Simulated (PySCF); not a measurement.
Compound: CH₉ClSi₃.
Numbering: `[SiH3:1][CH:2]([SiH3:3])[SiH2:4][Cl:5]` (hydrogens: H6, H7, H8 on Si1; H9 on C2; H10, H11, H12 on Si3; H13, H14 on Si4)

Computed by this run: PBE0-D3(BJ)/def2-SVP geometry optimisation, gas phase (PySCF); density fitting, grid level 1; the optimiser is geomeTRIC in internal coordinates, started from a GFN2-xTB structure with every atom displaced at random (about 0.01 Å).

Geometry at step 0:
```
atom  x, y, z in Å
Si1    -1.5747    0.8169    0.2784
C2     -0.0062    0.0765   -0.4516
Si3     1.5461    0.9906    0.1286
Si4     0.1700   -1.7855   -0.1617
Cl5    -1.4243   -2.7481   -1.0312
H6     -2.7855    0.2055   -0.2957
H7     -1.6206    2.2681   -0.0556
H8     -1.5795    0.6758    1.7236
H9     -0.0582    0.2397   -1.5130
H10     1.7217    0.8236    1.5925
H11     1.4511    2.4144   -0.1771
H12     2.7479    0.4415   -0.5360
H13     1.3166   -2.3274   -0.7831
H14     0.0885   -2.1067    1.2741
```

Question: What forces act on the atoms?

Answer: 
```json
{"atom": "Si1", "Fx (eV/Å)": "0.136", "Fy (eV/Å)": "0.297", "Fz (eV/Å)": "-0.669"}
{"atom": "C2", "Fx (eV/Å)": "0.373", "Fy (eV/Å)": "-0.517", "Fz (eV/Å)": "1.178"}
{"atom": "Si3", "Fx (eV/Å)": "-0.209", "Fy (eV/Å)": "-0.490", "Fz (eV/Å)": "0.111"}
{"atom": "Si4", "Fx (eV/Å)": "-1.418", "Fy (eV/Å)": "1.105", "Fz (eV/Å)": "0.373"}
{"atom": "Cl5", "Fx (eV/Å)": "-0.396", "Fy (eV/Å)": "-0.190", "Fz (eV/Å)": "-0.225"}
{"atom": "H6", "Fx (eV/Å)": "-0.281", "Fy (eV/Å)": "-0.245", "Fz (eV/Å)": "-0.109"}
{"atom": "H7", "Fx (eV/Å)": "0.034", "Fy (eV/Å)": "0.140", "Fz (eV/Å)": "0.010"}
{"atom": "H8", "Fx (eV/Å)": "-0.002", "Fy (eV/Å)": "-0.131", "Fz (eV/Å)": "0.826"}
{"atom": "H9", "Fx (eV/Å)": "-0.056", "Fy (eV/Å)": "0.061", "Fz (eV/Å)": "-1.132"}
{"atom": "H10", "Fx (eV/Å)": "0.001", "Fy (eV/Å)": "-0.024", "Fz (eV/Å)": "0.220"}
{"atom": "H11", "Fx (eV/Å)": "-0.068", "Fy (eV/Å)": "0.654", "Fz (eV/Å)": "-0.142"}
{"atom": "H12", "Fx (eV/Å)": "0.245", "Fy (eV/Å)": "-0.135", "Fz (eV/Å)": "-0.162"}
{"atom": "H13", "Fx (eV/Å)": "1.474", "Fy (eV/Å)": "-0.533", "Fz (eV/Å)": "-0.608"}
{"atom": "H14", "Fx (eV/Å)": "0.168", "Fy (eV/Å)": "0.010", "Fz (eV/Å)": "0.331"}
```

The largest, 1.84 eV/Å, acts on Si4; the rms over all components is 0.534 eV/Å. The forces sum to zero within rounding, as they must for an isolated molecule in no field.

Question: Give the force on Si4 in Eh/bohr and in nN.

Answer: 1.836 eV/Å ÷ 51.422 = 0.03570 Eh/bohr, and 1.836 eV/Å × 1.602 = 2.94 nN.

Question: How far is this geometry from the end of the optimisation?

Answer: 0.166 eV above it, and 0.381 Å rms away after alignment. The bonds farthest from their final lengths, with half the difference of the two atoms' forces along the bond (positive lengthens):

```tsv
bond	now (Å)	final (Å)	force along bond (eV/Å)
Si4–H13	1.412	1.490	+1.70
Si1–H8	1.452	1.494	+0.76
Si3–H11	1.459	1.493	+0.58
C2–H9	1.075	1.106	+1.19
C2–Si4	1.893	1.867	-0.94
Si4–Cl5	2.055	2.078	+0.03
```

The angle farthest from its final value is H13–Si4–H14, 113.0° against 110.1°.

Of the 6 listed bonds off by 0.010 Å or more, this force points towards the final length in 6.

The cost below is that of the whole optimisation. The run took 5.1 min on one thread, Arm Neoverse N1 (aarch64), no GPU, on a shared host, and the process peaked at 0.52 GiB of memory.
